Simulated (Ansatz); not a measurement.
The lowest singlet and triplet of CH2O (SMILES [CH]O); geometries from B3LYP-D3(BJ)/def2-TZVP, each state relaxed from the structure named, with no frequency check.
Singlet (charge 0, multiplicity 1):
| atom | x (Å) | y (Å) | z (Å) |
|---|---|---|---|
| C | 0.7252 | 0.1901 | -0.0012 |
| O | -0.5735 | 0.0685 | 0.0017 |
| H | 1.1585 | -0.8427 | -0.0057 |
| H | -0.9221 | -0.8459 | -0.0005 |
Triplet (charge 0, multiplicity 3):
| atom | x (Å) | y (Å) | z (Å) |
|---|---|---|---|
| C | 0.6701 | 0.0753 | -0.2974 |
| O | -0.5461 | 0.0664 | 0.2428 |
| H | 1.5150 | -0.4928 | 0.0966 |
| H | -1.1663 | -0.4905 | -0.2548 |

A positive gap puts the triplet lower; no zero-point energy. R- takes a restricted singlet. U- takes an unrestricted singlet (broken symmetry where lower, unprojected). The triplet is unrestricted in single-reference levels.

Cores are frozen in the correlated methods.

The values were computed with Ansatz (a first-principles code) with Gaussian orbitals. Each number belongs to the level named beside it.

Task: One of these levels gives -19.29 kcal/mol for the gap E(singlet) − E(triplet), adiabatic. Which one is it?
A. R-HF/cc-pVDZ
B. R-B2PLYP/def2-TZVPP
C. U-HF/cc-pVQZ (spin-contaminated)

Result: B, R-B2PLYP/def2-TZVPP. The others give -1.51 (R-HF/cc-pVDZ), -2.35 (U-HF/cc-pVQZ (spin-contaminated))

Doubts at one or more of the structures used: a restricted determinant that unrestricted orbitals would lower (R-HF/cc-pVDZ, R-B2PLYP/def2-TZVPP).
